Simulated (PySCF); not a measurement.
**UHF on Ne(3+) (neon, charge +3)**

Configuration: [He] 2s2 2p3, high-spin 4S determinant. Calculation: PySCF 2.14, in x2c-TZVPall (5s3p2d1f, 31 functions); the spin-free X2C one-electron Hamiltonian (Gaussian nucleus).

| Quantity | Value |
| --- | --- |
| Total energy | -124.240838 hartree |
| One-electron energy | -157.3141 hartree |
| Hartree (Coulomb) energy | 43.5945 hartree |
| Exchange energy | -10.5212 hartree |
| ⟨S²⟩ | 3.7528 |
| ⟨L²⟩ | 0.000 |
| Sum of ⟨r⟩ | 4.138 bohr |
| Sum of ⟨r²⟩ | 3.627 bohr² |
| Langevin diamagnetic susceptibility | -2.87 ×10⁻⁶ cm³/mol |
| Time after the integrals | 0.09 s of wall time on 1 thread of Neoverse-N1 (shared host) |

```tsv
shell	electrons	mean orbital energy (eV)	rms radius, mean of both spins (bohr)
1s α	1	-978.90	0.182
1s β	1	-972.62	0.182
2s α	1	-126.88	0.869
2s β	1	-107.00	0.869
2p α	3	-98.469	0.826
```
